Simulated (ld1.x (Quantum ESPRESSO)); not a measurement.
**Before and after: TM potential for boron (B)**

boron, norm-conserving Troullier–Martins (Kleinman–Bylander form), made with ld1.x (Quantum ESPRESSO) 7.5 (PBE, scalar-relativistic). Core [He], reference 2s2 2p1. Waves: 2s (bound): rc 1.05 bohr; 2p (bound): rc 2.20 bohr; 3d channel at 0.15 Ry: rc 2.00 bohr. Local part: all-electron potential smoothed inside 1.00 bohr (lloc = -2). Core correction: a·sin(br)/r model core inside 0.85 bohr.

Change: wave 2p (bound): rc 2.20 bohr becomes 2p (bound): rc 1.90 bohr.

Cutoffs: the cutoffs (Ry, on a coarse ladder) from which the occupation-weighted sum of valence levels, in a spherical-Bessel basis at the reference potential, stays within 10 and 1 mRy of its value at 400 Ry; they do not see the model core or the augmentation charge, which bear on the density cutoff. Errors are all-electron minus pseudo energies relative to the spin-unpolarised reference configuration.

Problem. What does the change do?

Solution. The potential gets neither clearly harder nor softer (45 Ry and 100 Ry → 45 Ry and 100 Ry); of the 7 tests that both files solve, the error grows in 2 and shrinks in 4 by more than 15 % and 0.3 meV (median size 4.1 → 4.8 meV); neither file shows a bound ghost.

```csv
quantity,base,changed
"cutoff, loose",45 Ry,45 Ry
"cutoff, tight",100 Ry,100 Ry
loose cutoff by channel (10 mRy a level),"s 18 Ry, p 18 Ry","s 18 Ry, p 21 Ry"
bound ghosts,none,none
"error for 2s2 2p0, meV [ΔE 8.22 eV]",+33,+23
"error for 2s1 2p0, meV [ΔE 33.64 eV]",+141,+108
"error for 2s2 2p0.5, meV [ΔE 2.89 eV]",+4.1,+2.8
"error for 2s1 2p2, meV [ΔE 5.85 eV]",+0.1,+4.8
"error for 2s2 2p1.3, meV [ΔE -0.74 eV]",+0.3,+0.3
"error for 2s1 2p1, meV [ΔE 14.36 eV]",-8.6,-0.2
"error for 2s0 2p3, meV [ΔE 11.72 eV]",+0.4,+20
```
